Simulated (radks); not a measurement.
Results of a calculation; reference values are marked as such.
Species: Ba II. Configuration: [Xe] 6s1. Code: a radial shooting solver on a logarithmic mesh with Libxc functionals. Model: non-relativistic Kohn-Sham, exchange-only LDA, spin-polarised, spherical densities, point nucleus; open shells are filled with parallel spins first (spin-orbit coupling, left out, can overturn this in heavy ions); relativity is left out, which matters for an element this heavy.

Normalised radial functions P(r) = r R(r), r in bohr:

r           4d up  4d down    6s up
0.002631   0.0000   0.0000   0.0188
0.00415    0.0002   0.0002   0.0272
0.006601   0.0007   0.0007   0.0372
0.0105     0.0026   0.0026   0.0458
0.01656    0.0090   0.0090   0.0458
0.02634    0.0305   0.0305   0.0256
0.0419     0.0933   0.0933  -0.0222
0.0661     0.2410   0.2410  -0.0725
0.1051     0.4999   0.5000  -0.0540
0.1672     0.6969   0.6969   0.0654
0.2638     0.3850   0.3850   0.1005
0.4195    -0.5819  -0.5819  -0.0962
0.6673    -1.2381  -1.2381  -0.1249
1.053     -0.8545  -0.8544   0.1942
1.674     -0.2346  -0.2345   0.1892
2.663     -0.0208  -0.0207  -0.3046
4.201     -0.0004  -0.0004  -0.5507
6.682     0.0000  0.0000  -0.2778
10.63     0.0000  0.0000  -0.0357

4d up: eigenvalue -97.270 eV, 1 radial node at r = 0.325 bohr, <r> = 0.797 bohr, 90 % of the charge inside 1.20 bohr. 4d down: eigenvalue -97.250 eV, 1 radial node at r = 0.325 bohr, <r> = 0.797 bohr, 90 % of the charge inside 1.20 bohr. 6s up: eigenvalue -7.231 eV, 5 radial nodes at r = 0.0347, 0.133, 0.346, 0.813, 2.04 bohr, <r> = 4.51 bohr, 90 % of the charge inside 6.46 bohr.
